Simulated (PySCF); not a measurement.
TiIH₃, SMILES [TiH3][I], multiplicity 1.

Geometry optimised at PBE0-D3(BJ)/def2-TZVP. The multiplicity is an assumed one; no other spin state was optimised. The structure was generated by enumeration; whether it is a known compound was not checked. The def2 effective core potentials stand for the cores of I; spin–orbit coupling is left out.

Level of theory: PBE/def2-TZVPD (PySCF).

Symmetry labels are those of the subgroup Cs that the program uses (full group C3v).

### Question
List the valence orbital energies around the gap with their symmetry. (An estimate is asked for; the answer gives what the named calculation found.)

### Answer

```
orbital  symmetry  energy (eV)
-------  --------  -----------
HOMO−7         A"       -38.79
HOMO−6         A'       -17.67
HOMO−5         A'        -8.57
HOMO−4         A'        -7.82
HOMO−3         A'        -7.51
HOMO−2         A"        -7.51
HOMO−1         A"        -7.40
HOMO           A'        -7.40
LUMO           A"        -4.35
LUMO+1         A'        -4.35
LUMO+2         A'        -3.74
LUMO+3         A"        -3.02
```
